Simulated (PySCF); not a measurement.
A structure optimised at PBE-D3(BJ)/def2-SVP, used in a PySCF frequency run:

```xyz
11

Zn    -0.6937    -0.0045     0.0000
F     -2.4418    -0.0171     0.0000
N      1.1122     0.2037     0.0000
C      1.8690    -0.0443    -1.2083
C      1.8690    -0.0443     1.2083
H      2.7805     0.6032    -1.2412
H      2.2325    -1.1006    -1.3168
H      1.2739     0.1951    -2.1143
H      2.2325    -1.1006     1.3168
H      2.7805     0.6032     1.2412
H      1.2739     0.1951     2.1143
```
Charge 0, spin multiplicity 1.

Question: Write its SMILES, formula and point group.

Answer: C[N](C)[Zn][F], C2H6FNZn, Cs

Question: What are its rotational constants (standard atomic weights)?

Answer: 9.2616, 1.8305, 1.5652 GHz
